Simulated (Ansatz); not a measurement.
Basis-set extrapolation for CH$_{9}$AlSi$_{3}$, SMILES `[SiH3][C]1([SiH3])[AlH][SiH2]1` (PBE0-D4/def2-TZVP geometry, frozen core, the Gaussian-basis code of Ansatz). Multiplicity 1, RHF reference.

```tsv
	def2-TZVPP	def2-QZVPP
HF	-1151.832462	-1151.868162
MP2 correlation	-0.632894	-0.676453
CCSD(T) correlation	-0.735183	not run
```

Energies in hartree. Use E(X) = E(∞) + A·exp(−7.88·√X) for Hartree–Fock and E(X) = E(∞) + B·X^(−2.97) for correlation, with X = 3 and 4, and add CCSD(T) minus MP2 of the smaller set to the MP2 limit.

Q: What is the CCSD(T) energy at the basis-set limit?

A: HF limit: -1151.868162 + (-0.035700) × 0.13774 = -1151.87308. MP2 limit: -0.676453 + (-0.043559) × 0.74074 = -0.70872. Higher-order term: -0.735183 − (-0.632894) = -0.10229. Total: -1152.68409 hartree, 305.7 kJ/mol below CCSD(T)/def2-TZVPP.
